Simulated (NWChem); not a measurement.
Everything below was run with NWChem. System: C₄H₄ClF, charge 0, spin multiplicity 1, at a geometry optimised with PBE/def2-SVP. The structure started from a generated list of species. Level: MP2/def2-SVP, 10 core orbitals frozen.

Input file:

```
start mol
memory heap 200 mb stack 800 mb global 1000 mb
geometry units angstroms nocenter noautoz
  F      0.561311    -2.047152     0.000000
  C      0.686260    -0.725455     0.000000
  C     -0.184652     0.310592     0.000000
  Cl    -1.894231     0.466983     0.000000
  C      0.921857     1.347261     0.000000
  C      1.923002     0.133215     0.000000
  H      0.974384     1.985221     0.906383
  H      0.974384     1.985221    -0.906383
  H      2.561287     0.060769    -0.905585
  H      2.561287     0.060769     0.905585
  symmetry group Cs
end
basis spherical
  * library def2-svp
end
scf
  rhf
  nopen 0
  maxiter 100
  thresh 1e-7
  semidirect memsize 60000000 filesize 0
end
mp2
  freeze core 10
end
task mp2 energy
```

Output (cleaned and shortened):

```
             Northwest Computational Chemistry Package (NWChem) 7.3.0
             --------------------------------------------------------

                                NWChem Input Module
                                -------------------

 Scaling coordinates for geometry "geometry" by  1.889725989
 (inverse scale =  0.529177249)

 Turning off AUTOSYM since
 SYMMETRY directive was detected!

                             Geometry "geometry" -> ""
                             -------------------------

 Output coordinates in angstroms (scale by  1.889725989 to convert to a.u.)

  No.       Tag          Charge          X              Y              Z
 ---- ---------------- ---------- -------------- -------------- --------------
    1 F                    9.0000     0.56131100    -2.04715200     0.00000000
    2 C                    6.0000     0.68626000    -0.72545500     0.00000000
    3 C                    6.0000    -0.18465200     0.31059200     0.00000000
    4 Cl                  17.0000    -1.89423100     0.46698300     0.00000000
    5 C                    6.0000     0.92185700     1.34726100     0.00000000
    6 C                    6.0000     1.92300200     0.13321500     0.00000000
    7 H                    1.0000     0.97438400     1.98522100     0.90638300
    8 H                    1.0000     0.97438400     1.98522100    -0.90638300
    9 H                    1.0000     2.56128700     0.06076900    -0.90558500
   10 H                    1.0000     2.56128700     0.06076900     0.90558500

 Effective nuclear repulsion energy (a.u.)     271.1427425924

            Nuclear Dipole moment (a.u.)
            ----------------------------
        X                 Y               Z
 ---------------- ---------------- ----------------
     0.0000302356     0.0000018897     0.0000000000

      Symmetry information
      --------------------

 Group name             Cs
 Group number              2
 Group order               2
 No. of unique centers     8

      Symmetry unique atoms

     1    2    3    4    5    6    7    9


 Summary of "ao basis" -> "" (spherical)
[...]
     1   1 0 0      0.773232      0.000000      0.000030
     1   0 1 0      0.602545      0.000000      0.000002
     1   0 0 1      0.000000      0.000000      0.000000

     2   2 0 0    -29.746900      0.000000    389.851614
     2   1 1 0      0.956859      0.000000    -55.500799
     2   1 0 1      0.000000      0.000000      0.000000
     2   0 2 0    -32.664081      0.000000    228.719456
     2   0 1 1     -0.000000      0.000000      0.000000
     2   0 0 2    -30.509477      0.000000     11.724621

                   NWChem MP2 Semi-direct Energy/Gradient Module
                   ---------------------------------------------

  Basis functions       =    108
  Molecular orbitals    =    108
  Frozen core           =     10
  Frozen virtuals       =      0
  Active alpha occupied =     17
  Active beta occupied  =     17
  Active alpha virtual  =     81
  Active beta virtual   =     81
  Use MO symmetry       = T
  Use skeleton AO sym   = T

  AO/Fock/Back tols     =   1.0D-09  1.0D-09  1.0D-09

 GA uses MA = F    GA memory limited = T

 Available:
  local mem=  1.15D+08
 global mem=  1.31D+08
 local disk=  0.00D+00
  mp2_memr nvloc                    81
  nvloc new                    81
   1 passes of  17:        3145728                      58908                  26163190.
   1 passes of  17: M    114683803           G      131048672           F     111538075.

 Semi-direct pass number   1 of   1  for RHF alpha+beta  at        3.3s
  vrange nnbf                  5584
  mp2_eaftype                    99  avail_ma_in_mb                   999
 EAF : mp2_eaftype filesize          99   13081595.
  mp2_eaf for mointskh                     99
Node 0 wrote     61.5 Mb in      0.0 s     Agg I/O rate:  1896.1 Mb/s
 Done moints_semi at        8.0s
  mp2_eaftype                    99  avail_ma_in_mb                   900
 EAF : mp2_eaftype filesize          99   13081595.
  mp2_eaf for kh                    99
 Done maket at        8.5s
 Done multipass loop at        8.5s

          -------------------------------------------
          SCF energy                -712.326841937599
          Correlation energy          -0.852356475403
          Singlet pairs               -0.520397872947
          Triplet pairs               -0.331958602456
          Total MP2 energy          -713.179198413002
          -------------------------------------------

          ---------------------------------------------------
                    Spin Component Scaled (SCS) MP2
          Same spin pairs                     -0.221305734970
          Same spin scaling factor             0.333333333333
          Opposite spin pairs                 -0.631050740432
          Opposite spin scaling fact.          1.200000000000
          SCS-MP2 correlation energy          -0.831029466842
          Total SCS-MP2 energy              -713.157871404441
          ---------------------------------------------------

 -----------------------
 Performance information
 -----------------------

 Timer overhead =  2.38D-07 seconds/call

               Nr. of calls         CPU time (s)                 Wall time (s)                GFlops
             ---------------    -------------------     ------------------------------   -------------------
Name         Min   Avg   Max    Min     Avg     Max     Min     Avg     Max   Mx/calls   Min     Max     Sum
mp2: moin     1     1     1    4.7     4.7     4.7      4.7     4.7     4.7     4.7      0.0     0.0     0.0
mp2: make     1     1     1   0.46    0.46    0.46     0.46    0.46    0.46    0.46      0.0     0.0     0.0
mp2: tota     1     1     1    5.2     5.2     5.2      5.2     5.2     5.2     5.2      0.0     0.0     0.0

 The average no. of pstat calls per process was 3.00D+00
 with a timing overhead of 7.15D-07s

 Task  times  cpu:        8.4s     wall:        8.4s

 Total times  cpu:        8.5s     wall:        8.5s
```
